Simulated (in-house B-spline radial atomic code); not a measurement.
**Al⁶⁺: [He] 2s2 2p3**

Level of theory: non-relativistic B97-1, spin-polarised, spherical fractional occupations, point nucleus; calculated with an all-electron radial atomic-structure program (B-spline basis).

Z_r = [3n² - l(l+1)]/(2<r>); Z_e = n√(-2ε); the last column is Slater's effective charge. Values are occupation-weighted means over spin.

```csv
shell,electrons,ε (eV),<r> (bohr),Z_r,Z_e,Slater
1s,2,-1705.7,0.1201,12.49,11.20,12.70
2s,2,-253.73,0.5703,10.52,8.64,9.90
2p,3,-226.32,0.5098,9.81,8.16,9.90
```

The least bound orbital is 2p up at -226.3 eV, while the most diffuse is 2s down (<r> = 0.5769 bohr against 0.5098 bohr): energy order and size order differ.
